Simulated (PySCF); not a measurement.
# Radial density of F (fluorine, neutral)

UHF, [He] 2s2 2p5, 2P determinant. Computed with PySCF 2.14 in aug-cc-pwCVQZ (9s8p6d4f2g, 109 functions), with the non-relativistic Hamiltonian (point nucleus).

| r (bohr) | 4πr²ρ (e/bohr) | 4πr²(ρα − ρβ) |
| --- | --- | --- |
| 0.00279 | 0.04176 | 0.0000 |
| 0.00469 | 0.1140 | 0.0000 |
| 0.00790 | 0.3047 | 0.0001 |
| 0.0133 | 0.7823 | 0.0002 |
| 0.0223 | 1.883 | 0.0006 |
| 0.0376 | 4.056 | 0.0017 |
| 0.0632 | 7.278 | 0.0061 |
| 0.106 | 9.666 | 0.0269 |
| 0.179 | 8.015 | 0.1123 |
| 0.301 | 4.396 | 0.3807 |
| 0.506 | 5.122 | 0.8192 |
| 0.851 | 6.048 | 0.8876 |
| 1.43 | 2.810 | 0.3645 |
| 2.41 | 0.4167 | 0.0360 |
| 4.05 | 0.01492 | 0.0001 |
| 6.81 | 3.213e-05 | 0.0000 |
